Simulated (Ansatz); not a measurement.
Reaction (redistribution): `[GeH3][SeH]` + `[SiH3]OC1CO1` → `[GeH3][O]C1CO1` + `[SiH3][SeH]`

Computed with Ansatz on PBE0-D4/def2-TZVP structures; ΔE is electronic, products minus reactants. CCSD(T)/CBS is the MP2 limit (def2-TZVPP, def2-QZVPP) plus CCSD(T) − MP2 in def2-TZVPP, frozen cores. DFT in def2-TZVPP. For Ge, Se outer-core shells are correlated without core-valence functions, which leaves a few kJ/mol of doubt a bond. Scalar relativity is left out up to krypton. One conformer a species, not always the lowest.

Question: Is it downhill or uphill in electronic energy at CCSD(T)/CBS, and by how much? (Best estimate.)

Answer: Computed: Uphill: ΔE = +65.5 kJ/mol.

Question: What do these levels give: PBE-D4, ωB97X-V, ωB97M-V, PBE, r2SCAN, MP2/def2-TZVPP, SCS-MP2/def2-TZVPP, CCSD(T)/def2-TZVPP, HF/def2-QZVPP, MP2/def2-QZVPP, MP2/CBS(def2), CCSD/CBS(def2)? (Best estimate.)

Answer: The calculation gave: PBE-D4 59.8, ωB97X-V 64.5, ωB97M-V 67.7, PBE 59.2, r2SCAN 64.6, MP2/def2-TZVPP 65.7, SCS-MP2/def2-TZVPP 65.6, CCSD(T)/def2-TZVPP 65.2, HF/def2-QZVPP 71.7, MP2/def2-QZVPP 65.9, MP2/CBS(def2) 66.1, CCSD/CBS(def2) 66.9 kJ/mol.

Largest T1 diagnostic among the species: 0.012.

From PBE to PBE0 (25 % exact exchange), in def2-TZVPP and without D4, ΔE moves by +3.8 kJ/mol. In def2-TZVPP, CCSD(T) changes the Hartree–Fock value by −6.5 kJ/mol (the triples alone add −1.4 kJ/mol) and MP2 by −6.0 kJ/mol.
